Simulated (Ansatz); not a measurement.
Computed with Ansatz on PBE0-D4/def2-TZVP structures; ΔE is electronic, products minus reactants. CCSD(T)/CBS is the MP2 limit (def2-TZVPP, def2-QZVPP) plus CCSD(T) − MP2 in def2-TZVPP, frozen cores. This one scheme is used for every species, atoms too. Functionals use def2-TZVPP. B3LYP here is the variant with VWN-RPA as its local correlation; programs differ in this. No spin–orbit coupling; open shells (•) take unrestricted orbitals. Spin–orbit coupling would lower the free atoms: a little for Al, C, O; clearly for Ga. Bonds to Ga are less sure, by a few kJ/mol each and by 10 to 20 or more in all where they break to atoms, as the def2 sets lack core-valence functions. Scalar relativity is left out up to krypton. Each species was taken in one conformer, which may not be the lowest.

`[OH][Al]1[CH2][GaH]1` → Al• + C• + Ga• + 4 H• + O•  (atomization)

| level | ΔE (eV) | difference from CCSD(T)/CBS |
| --- | --- | --- |
| LDA (SPW92) | 30.17 | 3.87 |
| PBE-D4 | 26.54 | 0.24 |
| revPBE-D4 | 25.76 | -0.54 |
| BLYP-D4 | 25.81 | -0.49 |
| r2SCAN-D4 | 26.39 | 0.09 |
| ωB97X-V | 26.15 | -0.15 |
| PBE-QIDH | 26.00 | -0.30 |
| PBE | 26.38 | 0.08 |
| B3LYP | 25.58 | -0.72 |
| r2SCANh | 26.12 | -0.18 |
| BHLYP | 24.79 | -1.51 |
| CAM-B3LYP | 25.87 | -0.43 |
| HF/def2-SVP | 18.23 | -8.07 |
| CCSD/def2-SVP | 24.08 | -2.22 |
| CCSD(T)/def2-SVP | 24.42 | -1.88 |
| HF/CBS(def2) | 18.22 | -8.08 |
| CCSD(T)/CBS | 26.30 | 0 |

Largest T1 diagnostic among the species: 0.018.

From PBE to PBE0 (25 % exact exchange), in def2-TZVPP and without D4, ΔE moves by −0.51 eV: exact exchange takes away binding that semilocal exchange gives to molecules. In def2-TZVPP, CCSD(T) changes the Hartree–Fock value by +7.43 eV (the triples alone add +0.50 eV) and MP2 by +8.01 eV; breaking electron pairs costs correlation energy, which Hartree–Fock lacks. Leaving LDA and LC-ωPBE aside and taking each functional with its dispersion term where it has one, the values, not all of them listed here, spread over 1.52 eV, from BHLYP-D4 to PBE-D4. LDA lies +3.79 eV from PBE without D4, its usual overbinding.

For atomizations the MP2-based limit and the directly extrapolated one differ by several kJ/mol either way, and by 10 to 25 for some Ge, Se and Sn compounds, so smaller differences from it don't rank the levels.
